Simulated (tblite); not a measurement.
Computed values, GFN2-xTB/tblite, gas phase, harmonic and unscaled. This tight-binding method is rough: wavenumbers can miss measured ones by several per cent, in bad cases by 10 to 20. Modes of hydrogen on silicon can be 10 to 20 % off. One conformer each. Thermal functions are those of the rigid rotor and harmonic oscillator, without mixing of conformers.

Question: Order these by their ideal-gas entropy at 200 K and 1 bar, highest first (cal/(mol K)).
A. `CO[Si](C)(CC#N)OC`
B. `CP(C)P(F)F`
C. `CCC[P@@]1(=O)C=C1C`
D. `CO/C(=C/[SiH3])CC(N)=O`

Answer: A (100.3), D (92.6), C (85.4), B (82.8).

```json
{"SMILES": "CO[Si](C)(CC#N)OC", "atoms": "20", "mass (u)": "145.06", "symmetry number": "1", "modes under 300 cm⁻¹": "13", "ZPE (kcal/mol)": "97.6", "S translation (cal/(mol K))": "38.9", "S rotation": "28.5", "S vibration": "33.0", "S": "100.3", "Cp": "36.8"}
{"SMILES": "CO/C(=C/[SiH3])CC(N)=O", "atoms": "20", "mass (u)": "145.06", "symmetry number": "1", "modes under 300 cm⁻¹": "9", "ZPE (kcal/mol)": "94.3", "S translation (cal/(mol K))": "38.9", "S rotation": "28.8", "S vibration": "24.9", "S": "92.6", "Cp": "33.4"}
{"SMILES": "CCC[P@@]1(=O)C=C1C", "atoms": "19", "mass (u)": "130.05", "symmetry number": "1", "modes under 300 cm⁻¹": "9", "ZPE (kcal/mol)": "97.1", "S translation (cal/(mol K))": "38.5", "S rotation": "27.7", "S vibration": "19.1", "S": "85.4", "Cp": "29.1"}
{"SMILES": "CP(C)P(F)F", "atoms": "12", "mass (u)": "129.99", "symmetry number": "1", "modes under 300 cm⁻¹": "8", "ZPE (kcal/mol)": "50.3", "S translation (cal/(mol K))": "38.5", "S rotation": "26.9", "S vibration": "17.4", "S": "82.8", "Cp": "25.6"}
```

Entropies and Cp are for 200 K and 1 bar.
